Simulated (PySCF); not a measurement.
Species: C6H11P2 (charge -1).
InChI=1S/C6H11P2/c7-5-8-6-3-1-2-4-6/h3H,1-2,4-5,7H2/q-1

The closed-shell ground state was solved at several levels (PySCF, density fitting, gas phase, non-relativistic). The structure is a single PBE0-D3(BJ)/def2-SVP conformer in the gas phase; no vibrational or solvent corrections. The geometry's basis has no diffuse functions, a weakness for an anion. Where the HOMO energy is positive, the finite basis confines the outermost electrons. No diffuse functions stand in pcSseg-1, which bears on an anion's orbital energies.

```
           level  basis functions  total energy (Eh)  HOMO (eV)  LUMO (eV)  gap (eV)
wB97X-D/pcSseg-1              205          -917.8065      -1.15       6.34      7.49
  PBE0/def2-SVPD              256          -917.0502       0.34       3.98      3.64
```

Problem. What might PBE0/pcSseg-1 (205 basis functions) give for the same quantities?

Solution. Total energy -917.3502 Eh, HOMO 0.48 eV, LUMO 4.62 eV, gap 4.14 eV.

Problem. Over all these levels, which gives the widest orbital gap and which the narrowest?

Solution. wB97X-D/pcSseg-1 (range-separated hybrid) has the widest, 7.49 eV, and PBE0/def2-SVPD (global hybrid, 25 % exact exchange) the narrowest, 3.64 eV. Functional and basis both differ between the two, so the spread mixes both effects.

Note: wB97X-D ran without an empirical dispersion term, which enters the total energy and its gradient alone.
